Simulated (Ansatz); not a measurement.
C2H2, charge -1, doublet (typed; the unrestricted solution is spin-contaminated), at a GFN2-xTB geometry (a state made from the parent by changing its charge; the spin is typed, not shown lowest) (a gas-phase anion, which may not be bound at this level), atoms displaced at random by about 0.08 Å a coordinate; HF/cc-pVDZ, gradient (Ansatz, a program for electronic structure).

Input for Ansatz:
Ansatz 0.2 input:
```yaml
crystal:
  periodic: [false, false, false]
  atoms:
    - {symbol: C, position_ang: [-0.59301443, 0.27095093, -0.34230290]}
    - {symbol: C, position_ang: [0.62781854, -0.11457285, 0.19228072]}
    - {symbol: H, position_ang: [-1.56453221, -0.04399021, 0.03019929]}
    - {symbol: H, position_ang: [1.00422694, -0.49572551, 1.01936840]}
basis:
  gaussian:
    orbitals: cc-pVDZ
hamiltonian:
  xc: hf
total_charge: -1
magnetization: {spin_polarized: true, initial_magnetization: 1}
output: {forces: true}
```

Output, abridged:

```
Functional definition: HF
351 factors; integrals over basis functions are off by at most 8.0e-4 eV
mean field evaluation 1: about -2085.9464 eV, gradient 1.0e1 eV
mean field evaluation 2: about -2085.9478 eV, gradient 1.0e1 eV
mean field evaluation 4: about -2087.0363 eV, gradient 1.3e0 eV
mean field evaluation 8: about -2087.1025 eV, gradient 4.8e-1 eV
mean field evaluation 16: about -2087.2107 eV, gradient 1.6e-4 eV
mean field evaluation 32: about -2086.9564 eV, gradient 1.5e0 eV
mean field evaluation 64: about -2087.0762 eV, gradient 5.5e-1 eV
mean field -2087.21074643 eV, -76.7035801689 hartree, gradient 2.1e-5 eV, S^2 0.984040; 1 other end points of the search recorded, 0 dependent functions left out
the calculation of the forces begins
reference -2087.21074643 eV, -76.7035801689 hartree; 8, 7 occupied and 30, 31 virtual orbitals, 351 factors
Total energy: -2087.21074643 eV, -76.7035801689 hartree
Atom 0 at    -0.593014     0.270951    -0.342303 Å, force     4.192877    -0.363073     0.079417 eV/Å
Atom 1 at     0.627819    -0.114573     0.192281 Å, force    -5.634625     3.231605    -5.542128 eV/Å
Atom 2 at    -1.564532    -0.043990     0.030199 Å, force    -0.630039    -0.552330     0.928477 eV/Å
Atom 3 at     1.004227    -0.495726     1.019368 Å, force     2.071787    -2.316201     4.534235 eV/Å
Dipole moment:     0.077332    -0.248755     0.438716 e Å
```
